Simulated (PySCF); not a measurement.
Li(OH2)4 (H8LiO4), SMILES [OH2]->[Li+](<-[OH2])(<-[OH2])<-[OH2] (connectivity only; charge and spin as stated), charge +1, multiplicity 1.

Geometry optimised at B3LYP-D3(BJ)/def2-SVP. The isomer is the one that the SMILES or the coordinates give; other isomers of the formula were not compared.

These are PySCF with ωB97X/def2-TZVP values and carry that method's errors.

Computed frontier levels, gap, dipole moment and polarisability:
```json
{
 "highest_occupied_level": "-16.37 eV",
 "lowest_empty_level": "-2.27 eV",
 "orbital_gap": "14.10 eV",
 "dipole_moment_about_the_centre_of_nuclear_charge": "0.01 D",
 "mean_static_polarisability": "28.5 bohr³ (4.22 Å³)",
 "polarisability_principal_values": "28.4, 28.4, 28.7 bohr³"
}
```
